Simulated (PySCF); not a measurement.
Sn(OH)3 (H3O3Sn), SMILES [OH][Sn]([OH])[OH], multiplicity 2. Atoms are numbered in the order given.

```xyz
7

Sn     0.0000     0.0000     0.2870
O     -0.5211     1.7585    -0.5076
H      0.2603     2.2858    -0.7220
O      1.7835    -0.4279    -0.5076
H      1.8494    -1.3683    -0.7220
O     -1.2623    -1.3305    -0.5076
H     -2.1097    -0.9175    -0.7220
```
Charge 0, spin multiplicity 2.

Coordinates come from a PBE0-D3(BJ)/def2-SVP optimisation. The multiplicity is an assumed one; other spin states were not compared. The isomer is the one that the SMILES or the coordinates give; other isomers of the formula were not compared. The def2 effective core potentials stand for the cores of Sn; spin–orbit coupling is left out. The values are those of a single conformer.

Method: PBE0-D3(BJ)/def2-SVP (PySCF).

Frequencies are harmonic and unscaled.

Modes within 1.5 cm⁻¹ of each other (mostly degenerate sets) share a row, with their intensities summed.

```tsv
mode	ν (cm⁻¹)	IR (km/mol)	moving atoms (share of kinetic energy)
1–2	63	74.8	O 49 %, H 47 %
3	121	137.3	H 92 %
4	198	119.2	O 75 %, Sn 18 %
5–6	204	20.4	H 56 %, O 41 %
7	576	17.3	O 92 %
8–9	592	169.7	O 84 %, Sn 15 %
10	799	41.8	H 95 %
11–12	818	160.4	H 92 %
13–14	3862	221.8	H 94 %
15	3864	28.2	H 94 %
```
